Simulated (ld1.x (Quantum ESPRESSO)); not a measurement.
# Building the ultrasoft potential for W (Z = 74) (BLYP, non-relativistic).

ld1.x (Quantum ESPRESSO) 7.5 input, shortened:

```
&input
   title='W', zed=74., rel=0, dft='BLYP', iswitch=3,
   config='[Xe] 4f14 5d5 6s1 6p0'
 /
 &inputp
   pseudotype=3, tm=.true., lloc=-1, rcloc=2.40,
   nlcc=.false.
 /
6
6S  1  0   1.00   0.00  2.05  2.65  0.0
6S  1  0   0.00   0.05  2.05  2.65  0.0
6P  2  1   0.00   0.00  2.45  3.10  0.0
6P  2  1   0.00   0.95  2.45  3.10  0.0
5D  3  2   5.00   0.00  2.45  2.60  0.0
5D  3  2   0.00   5.10  2.45  2.60  0.0
 &test
   configts(1)='5d5 6s1 6p0'
 /
```

All-electron outer shells of the reference configuration (BLYP, non-relativistic, ld1.x):

| shell | level (eV) | outermost node (bohr) | outermost maximum (bohr) |
| --- | --- | --- | --- |
| 4f | -38.96 | – | 0.42 |
| 5p | -38.10 | 0.59 | 1.13 |
| 6s | -3.92 | 1.41 | 3.03 |
| 5d | -3.86 | 0.63 | 1.49 |
| 6p | -1.04 | 1.61 | 4.19 |

(1) Does the generator finish with these settings?

Answers

(1) No. ld1.x (Quantum ESPRESSO) 7.5 stopped with "run_pseudo: Errors in PS-KS equation": the pseudo-atom solver did not find the valence states with the expected number of nodes, which is the usual sign of a ghost state. Before that it printed "Warning: n=1, l=0 expected 0 nodes, found 1".
